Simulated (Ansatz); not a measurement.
Computed with Ansatz on PBE0-D4/def2-TZVP structures; ΔE is electronic, products minus reactants. CBS: MP2 limit from def2 TZ/QZ plus the TZ coupled-cluster correction, frozen cores. Functionals use def2-TZVPP. B3LYP here is the variant with VWN-RPA as its local correlation; programs differ in this. def2 core potentials past Kr. For Ge, Sn outer-core shells are correlated without core-valence functions, which leaves a few kJ/mol of doubt a bond. Scalar relativity is left out up to krypton. One conformer a species, not always the lowest.

Reaction (substitution at a C–Al bond): `[CH3][Al]([CH3])[SnH3]` + `[OH][GeH]([F])[F]` → `C[O][GeH]([F])[F]` + `[CH3][AlH][SnH3]`

Problem. Is it downhill or uphill in electronic energy at CCSD(T)/CBS, and by how much? (Estimate.)

Solution. Ansatz gave: Uphill: ΔE = +24.6 kcal/mol.

Problem. What do these levels give: PBE-D4, ωB97X-V, ωB97M-V, B2PLYP, PBE0, B3LYP, HF/def2-TZVPP, MP2/def2-TZVPP, CCSD(T)/def2-TZVPP, HF/def2-QZVPP, MP2/def2-QZVPP, CCSD/CBS(def2)? (Estimate.)

Solution. Ansatz gave: PBE-D4 24.2, ωB97X-V 22.4, ωB97M-V 24.1, B2PLYP 23.6, PBE0 24.2, B3LYP 22.7, HF/def2-TZVPP 19.7, MP2/def2-TZVPP 25.7, CCSD(T)/def2-TZVPP 23.7, HF/def2-QZVPP 19.7, MP2/def2-QZVPP 26.2, CCSD/CBS(def2) 24.3 kcal/mol.

Largest T1 diagnostic among the species: 0.013.

In def2-TZVPP, CCSD(T) changes the Hartree–Fock value by +4.0 kcal/mol (the triples alone add +0.4 kcal/mol) and MP2 by +6.0 kcal/mol.
